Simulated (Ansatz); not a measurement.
**A basis-limit estimate, worked out**

An elementary step of Al$_{2}$H$_{5}$O$_{5}$, doublet (Al₂H₅O₅ ([OH][Al]1[O][Al]([OH])([OH2])[OH]1) → Al₂H₅O₅ ([OH][Al]1[OH][Al]([OH])([OH])[OH]1); bonds formed: O2–H7; dative contacts that become bonds: Al1–O8; bonds broken: H7–O8; bonds weakened to dative contacts: Al1–O2). “Start” is the structure reached by relaxing down from the saddle towards the reactants; PBE0-D4/def2-TZVP structures. The saddle:

```
12
angstrom
Al -0.3761 -0.7444 0.1234
O 0.9081 -0.1163 -0.9129
Al 1.0964 1.4697 -0.1090
O -0.1721 0.6888 1.1660
O 0.1292 2.7614 -0.7122
O -1.8654 -1.5078 -0.0788
H 1.3707 -1.2764 -0.3192
O 0.9619 -1.9953 0.4527
H -0.8020 1.1836 1.6904
H 0.5319 3.5534 -1.0636
H -2.6718 -1.1098 -0.3970
H 0.8891 -2.9071 0.1602
```

Ansatz 0.2.0; basis: def2-TZVPP and def2-QZVPP; cores frozen in the correlated methods; orbitals are unrestricted.

Energies in eV:

| quantity | saddle | start |
| --- | --- | --- |
| Hartree–Fock, triple zeta (X = 3) | -23443.87020 | -23444.41998 |
| Hartree–Fock, quadruple zeta (X = 4) | -23444.79523 | -23445.35050 |
| MP2 correlation, X = 3 | -37.18611 | -36.86495 |
| MP2 correlation, X = 4 | -40.23304 | -39.91488 |
| CCSD(T) correlation, X = 3 | -38.78111 | -38.50101 |

**Question.** Work out the barrier at the basis limit: extrapolate Hartree–Fock as E(X) = E∞ + A exp(−7.88 √X) and the MP2 correlation as E(X) = E∞ + B X^−2.97 (the exponents that Neese and Valeev fitted for def2-TZVPP and QZVPP), then add CCSD(T) − MP2 in triple zeta.

**Answer.** Each step is linear, so take the differences first (saddle − start): Hartree–Fock 0.54978 (X = 3) and 0.55527 (X = 4); MP2 correlation -0.32116 and -0.31816; CCSD(T) correlation -0.28010.
Two points give E∞ = E(4) + w [E(4) − E(3)], with w = 1/(exp(7.88 (2 − √3)) − 1) = 0.1377 for Hartree–Fock and w = 1/((4/3)^2.97 − 1) = 0.7407 for the correlation.
Hartree–Fock: 0.55527 + 0.1377 × 0.00549 = 0.5560 eV.
MP2 correlation: -0.31816 + 0.7407 × 0.00300 = -0.3159 eV.
CCSD(T) − MP2: -0.28010 − (-0.32116) = 0.0411 eV.
Sum: 0.5560 + (-0.3159) + 0.0411 = 0.2812 eV, or 6.48 kcal/mol. Plain CCSD(T) in triple zeta gives 0.2697 eV, so the larger basis shifts the result by 0.0115 eV.

The T1 diagnostic stays at or below 0.015. ⟨S²⟩ of the unrestricted Hartree–Fock references: 0.75 (a pure state has 0.75).

Labels in which every atom is bracketed show which atoms are joined, not bond orders.

For scale, one of the runs: CCSD(T)/def2-TZVPP, 309 basis functions, launched by `ansatz run in.yaml --threads 4 --pin off --events-out ev --progress --plain --max-ram 46080MiB --backend cuda --devices 0, --max-vram 37GiB`. Time: 19 s of wall clock on 4 CPU threads of an AMD EPYC 7R13 and a share of one NVIDIA H100; the host was shared. Peak host memory: 1.4 GiB.
